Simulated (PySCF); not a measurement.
C2H2ClF.

```xyz
6

C      1.0662    -1.2726     0.0000
C      0.0143    -0.4565     0.0000
F     -1.2414    -0.8904     0.0000
Cl     0.1004     1.2712     0.0000
H      2.0777    -0.8716     0.0000
H      0.9048    -2.3511     0.0000
```

Geometry optimised at TPSSh-D3(BJ)/def2-SVP.

Level of theory: PBE/pcSseg-2 (PySCF). Non-relativistic, no solvent.

Problem. Give the absolute GIAO shielding of each atom: isotropic value and principal components (ppm). (The exact figures need the calculation; the answer reports its results.)

Solution. 
| atom | σ(iso) | σ11 | σ22 | σ33 | span |
|---|---|---|---|---|---|
| C1 | 85.2 | -5.1 | 115.7 | 145.1 | 150.2 |
| C2 | 6.9 | -84.6 | 32.8 | 72.6 | 157.2 |
| F3 | 208.1 | 141.0 | 238.1 | 245.2 | 104.2 |
| Cl4 | 623.1 | 425.9 | 448.3 | 995.2 | 569.3 |
| H5 | 26.5 | 24.5 | 24.6 | 30.5 | 5.9 |
| H6 | 26.4 | 23.6 | 25.1 | 30.5 | 6.9 |
